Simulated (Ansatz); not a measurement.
A structure relaxed at PBE0-D4/def2-TZVP, charge 0, multiplicity 1:

Cartesian coordinates in Å:
```
F 1.0348 -1.2648 0.9658
Zn 0.0850 -0.1039 0.0793
Br -1.1198 1.3687 -1.0451
```

Q: Give its formula and SMILES.

A: BrFZn, `[F][Zn][Br]`.

Q: Point group (tolerance 0.08 Å, 0.16 Å for H)?

A: C∞v.

Q: Summarise the bond lengths by kind.

A: 1 × F–Zn 1.742 Å; 1 × Br–Zn 2.210 Å.

Program: Ansatz 0.2.0.
